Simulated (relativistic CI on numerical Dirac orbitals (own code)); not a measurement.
Method of calculation: Dirac-Coulomb-Breit CI, KLI orbitals optimised for each configuration, model QED (radiative potential, 1s self-energy scaled to tabulated hydrogen-like ionisation energies), unscaled Slater integrals (own radial code, finite nucleus).

The strongest absorption lines from the ground level of an ion, among the configurations computed and to levels below about 1140 eV (vacuum wavelength in Å, gf): 11.016 (0.11), 12.133 (0.52), 12.274 (0.4), 13.803 (0.3), 15.009 (2.6), 15.271 (0.6), 16.799 (0.11), 17.074 (0.13).

Q: Which ion is it?
A. Ti XIII
B. Zn XXI
C. Fe XVII
D. Cr XV

A: C. Fe XVII has 10 electrons and the ground level 2s2.2p6 1S_0; the strongest line goes to 2s2.2p5.3d 1P°_1. The pattern of lines fixes the number of electrons, and along that sequence the line energies rise steadily with the charge (about as its square where n changes within one kind of shell, about linearly where n is kept but much faster in heavy ions where fine structure, which grows about as Z⁴, sets the gap, and irregularly where shells cross), which fixes Z. Configurations outside the model, such as inner-shell arrays, can give stronger lines. At this charge energies of transitions that change n are usually good to better than 1 %, and those within a shell (Δn = 0) to a few per cent.

LS names give the leading component of a level, which can be under half, so a name can repeat, a term be missing and a line seem to break the LS rules.
